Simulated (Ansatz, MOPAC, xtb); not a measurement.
## SiHF3 (SMILES F[SiH](F)F): methods side by side

SiHF3, singlet, SMILES `F[SiH](F)F`. Each level relaxes the structure for itself.

Quantity: the highest harmonic wavenumber at each level's own minimum, in cm⁻¹. The values are calculated.

| level | kind | program | value (cm⁻¹) |
| --- | --- | --- | --- |
| PM6 | semi-empirical | MOPAC | 2200 |
| PM7-HH | semi-empirical | MOPAC | 2326 |
| GFN2-xTB | semi-empirical | xtb | 2588 |
| GFN1-xTB | semi-empirical | xtb | 2395 |
| HF/STO-3G | Hartree–Fock | Ansatz | 2888 |
| HF/3-21G | Hartree–Fock | Ansatz | 2555 |
| HF/6-31G* (Cartesian functions) | Hartree–Fock | Ansatz | 2559 |
| HF/cc-pVTZ | Hartree–Fock | Ansatz | 2474 |
| PBE/def2-SVP | GGA | Ansatz | 2304 |
| PBE0-D4/def2-TZVP | global hybrid | Ansatz | 2362 |

Harmonic and unscaled. The values span 2200 to 2888 cm⁻¹. Without the sets that lack polarisation functions the rows with a basis span only 2304 to 2559 cm⁻¹.
